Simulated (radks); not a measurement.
Results of a calculation; reference values are marked as such.
Excited configurations of the mercury ion Hg8+: one electron is placed in a higher orbital outside [Xe] 4f14 5d3. The ground configuration is [Xe] 4f14 5d4. Code: a radial shooting solver on a logarithmic mesh with Libxc functionals. Model: scalar-relativistic Kohn-Sham, r2SCAN, spin-polarised, spherical densities, finite nucleus; open shells are filled with parallel spins first (spin-orbit coupling, left out, can overturn this in heavy ions); meta-GGA in the generalised Kohn-Sham scheme; Fermi nuclear charge, rms radius 5.4648 fm. Excitation = E - E(ground); binding = E(ion) - E, where the ion is the core of charge +9; n* = 9/sqrt(2 binding) in atomic units.

[
 {"outer orbital": "5f", "excitation (eV)": "59.099", "binding (eV)": "76.493", "eigenvalue (eV)": "-70.373", "<r> (bohr)": "1.722"},
 {"outer orbital": "6s", "excitation (eV)": "28.331", "binding (eV)": "107.26", "eigenvalue (eV)": "-102.09", "<r> (bohr)": "1.778"},
 {"outer orbital": "6p", "excitation (eV)": "45.966", "binding (eV)": "89.625", "eigenvalue (eV)": "-85.059", "<r> (bohr)": "2.020"},
 {"outer orbital": "6d", "excitation (eV)": "67.347", "binding (eV)": "68.245", "eigenvalue (eV)": "-64.450", "<r> (bohr)": "2.456"},
 {"outer orbital": "6f", "excitation (eV)": "88.149", "binding (eV)": "47.443", "eigenvalue (eV)": "-44.575", "<r> (bohr)": "3.251"},
 {"outer orbital": "7s", "excitation (eV)": "74.078", "binding (eV)": "61.514", "eigenvalue (eV)": "-58.762", "<r> (bohr)": "3.060"},
 {"outer orbital": "7p", "excitation (eV)": "81.947", "binding (eV)": "53.645", "eigenvalue (eV)": "-51.180", "<r> (bohr)": "3.393"},
 {"outer orbital": "7d", "excitation (eV)": "92.351", "binding (eV)": "43.241", "eigenvalue (eV)": "-41.079", "<r> (bohr)": "4.000"},
 {"outer orbital": "7f", "excitation (eV)": "103.09", "binding (eV)": "32.507", "eigenvalue (eV)": "-30.756", "<r> (bohr)": "5.041"}
]

The Delta-SCF ionisation energy is 135.59 eV (NIST Atomic Spectra Database: 134 eV, theoretical). Self-interaction in the functional shifts the binding energies and quantum defects, so they are the method's values and not measured ones. Open shells are spherical and high-spin; term and fine-structure splittings are not resolved. Spin-orbit splitting is averaged out at the scalar-relativistic level.
